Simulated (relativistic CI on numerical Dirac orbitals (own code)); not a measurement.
Calculated levels, Se10+

These numbers are calculated, not measured: Dirac-Coulomb-Breit CI, orbitals from a KLI potential per configuration, QED by a radiative potential, unscaled Slater integrals (own radial code, finite nucleus).

CI space (outside the closed core [Ne]): 3s2.3p6.3d6, 3s2.3p5.3d7, 3s2.3p4.3d8, 3s.3p6.3d7, 3s2.3p6.3d5.4s, 3s2.3p6.3d5.4p, 3p6.3d8, 3s2.3p6.3d5.4d, 3s2.3p6.3d4.4s2, 3s2.3p6.3d4.4s.4p, 3s2.3p6.3d5.4f, 3s2.3p6.3d5.5s, 3s2.3p6.3d4.4p2, 3s.3p5.3d8, 3s2.3p6.3d5.5p, 3s2.3p6.3d4.4s.4d, 3s2.3p5.3d6.4s, 3s2.3p6.3d5.5d, 3s2.3p6.3d4.4p.4d, 3s2.3p6.3d5.5f, 3s2.3p5.3d6.4p, 3s2.3p6.3d5.5g, 3s2.3p6.3d5.6s, 3s2.3p4.3d7.4s, 3s2.3p6.3d5.6p, 3s2.3p5.3d5.4s2, 3s2.3p6.3d5.6d, 3s.3p6.3d6.4s, 3s.3p5.3d7.4s, 3s.3p6.3d5.4s2, 3s.3p6.3d6.4p, 3p6.3d7.4s, 3s.3p6.3d6.5s, 3s.3p6.3d6.6s. Levels of other configurations are missing.

The lowest level is 3s2.3p6.3d6 5D_4, with 98 % of that term; Hund's rules for 3s2.3p6.3d6 give 5D with J = 4, in agreement.

| No. | Configuration | Term | J | E (eV) | % | Lifetime (s) | jj configuration (%) |
| --- | --- | --- | --- | --- | --- | --- | --- |
| 1 | 3s2.3p6.3d6 | 5D | 4 | 0.000 | 98 |  | 3d3/2^3 3d5/2^3 (47) |
| 2 | 3s2.3p6.3d6 | 5D | 3 | 0.481 | 99 | 4.99e-01 | 3d3/2^3 3d5/2^3 (56) |
| 3 | 3s2.3p6.3d6 | 5D | 2 | 0.751 | 98 | 1.52e+00 | 3d3/2^2 3d5/2^4 (59) |
| 4 | 3s2.3p6.3d6 | 5D | 1 | 0.931 | 97 | 3.54e+00 | 3d3/2^3 3d5/2^3 (50) |
| 5 | 3s2.3p6.3d6 | 5D | 0 | 1.016 | 97 | 1.97e+01 | 3d3/2^2 3d5/2^4 (70) |
| 6 | 3s2.3p6.3d6 | 3P | 2 | 5.416 | 96 | 1.29e-02 | 3d5/2^2 (37) |
| 7 | 3s2.3p6.3d6 | 3F | 4 | 6.118 | 55 | 1.93e-02 | 3d5/2^2 (62) |
| 8 | 3s2.3p6.3d6 | 3H | 6 | 6.319 | 98 |  | 3d3/2^3 3d5/2^3 (74) |
| 9 | 3s2.3p6.3d6 | 3H | 5 | 6.457 | 83 | 3.31e+00 | 3d3/2^3 3d5/2^3 (76) |
| 10 | 3s2.3p6.3d6 | 3F | 3 | 6.660 | 89 | 1.96e-02 | 3d3/2^3 3d5/2^3 (60) |
| 11 | 3s2.3p6.3d6 | 3P | 1 | 6.759 | 96 | 8.51e-03 | 3d3/2 3d5/2^5 (61) |
| 12 | 3s2.3p6.3d6 | 3F | 2 | 6.822 | 97 | 4.21e-02 | 3d3/2^3 3d5/2^3 (42) |
| 13 | 3s2.3p6.3d6 | 3H | 4 | 6.830 | 67 | 3.44e-02 | 3d3/2^2 3d5/2^4 (74) |
| 14 | 3s2.3p6.3d6 | 3P | 0 | 6.999 | 85 | 9.96e-03 | 3d3/2^3 3d5/2^3 (42) |
| 15 | 3s2.3p6.3d6 | 3G | 5 | 7.778 | 83 | 7.61e-02 | 3d3/2^2 3d5/2^4 (76) |
| 16 | 3s2.3p6.3d6 | 3G | 4 | 8.135 | 85 | 9.59e-02 | 3d3/2^2 3d5/2^4 (40) |
| 17 | 3s2.3p6.3d6 | 3G | 3 | 8.267 | 89 | 4.81e-02 | 3d3/2^2 3d5/2^4 (63) |
| 18 | 3s2.3p6.3d6 | 3D | 2 | 9.281 | 88 | 2.52e-02 | 3d3/2^2 3d5/2^4 (47) |
| 19 | 3s2.3p6.3d6 | 3D | 1 | 9.420 | 98 | 2.02e-02 | 3d3/2^2 3d5/2^4 (55) |
| 20 | 3s2.3p6.3d6 | 3D | 3 | 9.493 | 97 | 1.64e-02 | 3d3/2^3 3d5/2^3 (55) |
| 21 | 3s2.3p6.3d6 | 1G | 4 | 9.741 | 89 | 1.21e-02 | 3d3/2 3d5/2^5 (44) |
| 22 | 3s2.3p6.3d6 | 1I | 6 | 9.782 | 98 | 4.48e-02 | 3d3/2^2 3d5/2^4 (74) |
| 23 | 3s2.3p6.3d6 | 1S | 0 | 10.582 | 86 | 5.41e-03 | 3d5/2^6 (38) |
| 24 | 3s2.3p6.3d6 | 1D | 2 | 11.037 | 86 | 1.24e-02 | 3d3/2 3d5/2^5 (38) |
| 25 | 3s2.3p6.3d6 | 1F | 3 | 12.977 | 91 | 3.14e-02 | 3d3/2^3 3d5/2^3 (75) |
| 26 | 3s2.3p6.3d6 | 3P | 0 | 14.417 | 97 | 9.79e-03 | 3d5/2^2 (48) |
| 27 | 3s2.3p6.3d6 | 3P | 1 | 14.810 | 99 | 9.23e-03 | 3d3/2^3 3d5/2^3 (78) |
| 28 | 3s2.3p6.3d6 | 3F | 2 | 15.322 | 98 | 9.65e-03 | 3d3/2^2 3d5/2^4 (65) |
| 29 | 3s2.3p6.3d6 | 3F | 4 | 15.329 | 96 | 9.82e-03 | 3d3/2^2 3d5/2^4 (62) |
| 30 | 3s2.3p6.3d6 | 3F | 3 | 15.546 | 91 | 9.47e-03 | 3d3/2 3d5/2^5 (43) |
| 31 | 3s2.3p6.3d6 | 3P | 2 | 15.652 | 98 | 1.06e-02 | 3d3/2^2 3d5/2^4 (54) |
| 32 | 3s2.3p6.3d6 | 1G | 4 | 17.503 | 96 | 8.76e-03 | 3d3/2^2 3d5/2^4 (52) |
| 33 | 3s2.3p6.3d6 | 1D | 2 | 23.147 | 99 | 4.37e-03 | 3d3/2^2 3d5/2^4 (68) |
| 34 | 3s2.3p6.3d6 | 1S | 0 | 29.322 | 98 | 2.24e-03 | 3d3/2^2 3d5/2^4 (73) |
| 35 | 3s2.3p5.3d7 | 5G° | 6 | 96.934 | 99 | 1.34e-08 | 3p3/2^3 3d5/2^3 (55) |
| 36 | 3s2.3p5.3d7 | 5G° | 5 | 98.533 | 94 | 3.27e-10 | 3p3/2^3 3d3/2^3 3d5/2^4 (74) |
| 37 | 3s2.3p5.3d7 | 5G° | 4 | 99.852 | 87 | 1.96e-10 | 3p3/2^3 3d3/2^2 3d5/2^5 (45) |
| 38 | 3s2.3p5.3d7 | 3D° | 3 | 100.896 | 47 | 1.17e-10 | 3p3/2^3 3d5/2^3 (54) |
| 39 | 3s2.3p5.3d7 | 5G° | 3 | 101.107 | 46 | 7.68e-11 | 3p3/2^3 3d3/2^3 3d5/2^4 (39) |
| 40 | 3s2.3p5.3d7 | 1S° | 0 | 101.526 | 61 | 8.59e-10 | 3p3/2^3 3d5/2^3 (85) |
| 41 | 3s2.3p5.3d7 | 5G° | 2 | 102.013 | 79 | 1.68e-10 | 3p3/2^3 3d3/2^3 3d5/2^4 (21) |
| 42 | 3s2.3p5.3d7 | 3D° | 2 | 102.605 | 77 | 4.20e-11 | 3p3/2^3 3d3/2^3 3d5/2^4 (63) |
| 43 | 3s2.3p5.3d7 | 5F° | 5 | 102.838 | 58 | 1.93e-11 | 3p3/2^3 3d5/2^3 (81) |
| 44 | 3s2.3p5.3d7 | 5D° | 4 | 103.350 | 75 | 1.50e-10 | 3p3/2^3 3d3/2^3 3d5/2^4 (54) |
| 45 | 3s2.3p5.3d7 | 3D° | 1 | 103.803 | 57 | 2.49e-11 | 3p3/2^3 3d3/2^2 3d5/2^5 (43) |
| 46 | 3s2.3p5.3d7 | 3P° | 2 | 103.963 | 58 | 1.73e-10 | 3p3/2^3 3d5/2^3 (48) |
| 47 | 3s2.3p5.3d7 | 3G° | 4 | 104.001 | 36 | 2.57e-11 | 3p3/2^3 3d3/2^3 3d5/2^4 (77) |
| 48 | 3s2.3p5.3d7 | 3H° | 6 | 104.105 | 96 | 5.51e-11 | 3p3/2^3 3d3/2^3 3d5/2^4 (49) |
| 49 | 3s2.3p6.3d5.4s | 7S | 3 | 104.262 | 98 | 8.00e-05 | 3d3/2^2 3d5/2^3 4s (42) |
| 50 | 3s2.3p5.3d7 | 3P° | 1 | 104.571 | 64 | 7.46e-11 | 3p3/2^3 3d3/2^3 3d5/2^4 (75) |
| 51 | 3s2.3p5.3d7 | 5F° | 3 | 104.711 | 43 | 2.48e-11 | 3p3/2^3 3d3/2^2 3d5/2^5 (39) |
| 52 | 3s2.3p5.3d7 | 3F° | 4 | 104.989 | 47 | 3.16e-11 | 3p3/2^3 3d3/2^3 3d5/2^4 (57) |
| 53 | 3s2.3p5.3d7 | 3G° | 3 | 105.483 | 44 | 3.33e-11 | 3p3/2^3 3d3/2^2 3d5/2^5 (45) |
| 54 | 3s2.3p5.3d7 | 3H° | 5 | 105.499 | 63 | 2.93e-11 | 3p3/2^3 3d3/2^3 3d5/2^4 (57) |
| 55 | 3s2.3p5.3d7 | 3P° | 0 | 105.758 | 40 | 6.16e-11 | 3p3/2^3 3d3/2^2 3d5/2^5 (52) |
| 56 | 3s2.3p5.3d7 | 5F° | 2 | 105.771 | 52 | 2.00e-11 | 3p3/2^3 3d3/2^2 3d5/2^5 (30) |
| 57 | 3s2.3p5.3d7 | 3G° | 4 | 106.590 | 30 | 2.56e-11 | 3p1/2 3p3/2^4 3d3/2^3 3d5/2^4 (38) |
| 58 | 3s2.3p5.3d7 | 1D° | 2 | 106.716 | 43 | 6.34e-11 | 3p3/2^3 3d3/2^3 3d5/2^4 (43) |
| 59 | 3s2.3p5.3d7 | 5F° | 1 | 106.838 | 47 | 1.94e-11 | 3p3/2^3 3d3/2^2 3d5/2^5 (40) |
| 60 | 3s2.3p5.3d7 | 5F° | 3 | 106.953 | 33 | 1.97e-11 | 3p1/2 3p3/2^4 3d3/2^3 3d5/2^4 (30) |
| 61 | 3s2.3p5.3d7 | 3F° | 3 | 107.006 | 43 | 3.60e-11 | 3p1/2 3p3/2^4 3d3/2^2 3d5/2^5 (31) |
| 62 | 3s2.3p6.3d5.4s | 5S | 2 | 107.068 | 98 | 1.41e-07 | 3d3/2^2 3d5/2^3 4s (41) |
| 63 | 3s2.3p5.3d7 | 3G° | 5 | 107.355 | 40 | 2.34e-11 | 3p3/2^3 3d3/2^3 3d5/2^4 (31) |
| 64 | 3s2.3p5.3d7 | 5S° | 2 | 107.509 | 35 | 2.72e-11 | 3p3/2^3 3d3/2^2 3d5/2^5 (44) |
| 65 | 3s2.3p5.3d7 | 3F° | 2 | 108.391 | 37 | 4.31e-11 | 3p3/2^3 3d3/2^2 3d5/2^5 (35) |
| 66 | 3s2.3p5.3d7 | 3H° | 4 | 108.422 | 53 | 2.25e-11 | 3p3/2^3 3d3/2^2 3d5/2^5 (44) |
| 67 | 3s2.3p5.3d7 | 3I° | 7 | 108.806 | 100 | 8.29e-11 | 3p3/2^3 3d3/2^3 3d5/2^4 (100) |
| 68 | 3s2.3p5.3d7 | 5D° | 0 | 108.810 | 70 | 2.17e-11 | 3p1/2 3p3/2^4 3d3/2^2 3d5/2^5 (42) |
| 69 | 3s2.3p5.3d7 | 5D° | 1 | 109.317 | 47 | 3.87e-11 | 3p1/2 3p3/2^4 3d3/2^2 3d5/2^5 (71) |
| 70 | 3s2.3p5.3d7 | 1D° | 2 | 110.335 | 24 | 2.88e-11 | 3p1/2 3p3/2^4 3d3/2 3d5/2^6 (37) |

Energies count from the lowest computed level; ° marks odd parity; lifetimes are radiative, by E1, M1, E2, M2 decay to levels of this space only; some are left blank where a channel outside the calculation adds to the decay or the decay crosses a small, uncertain gap. Filled j subshells are mostly left out of the jj labels.

The mean weight of the leading LS term, summed over parents, in these 70 levels is 75 %, and that of the leading jj configuration (from the same eigenvectors) 54 %, so LS coupling describes them better.

At this charge energies of transitions that change n are usually good to better than 1 %, and those within a shell (Δn = 0) to a few per cent. Terms inside the open d or f shell come out 10 to 20 % too wide with unscaled integrals.

Landé's interval rule says that E(J) − E(J−1) = AJ with one A. For the ground term the intervals give A = -684.4, -726.1, -727.5, -969.4 cm⁻¹ for J = 1, 2, 3, 4; the multiplet is inverted.

LS names give the leading component of a level, which can be under half, so a name can repeat, a term be missing and a line seem to break the LS rules.
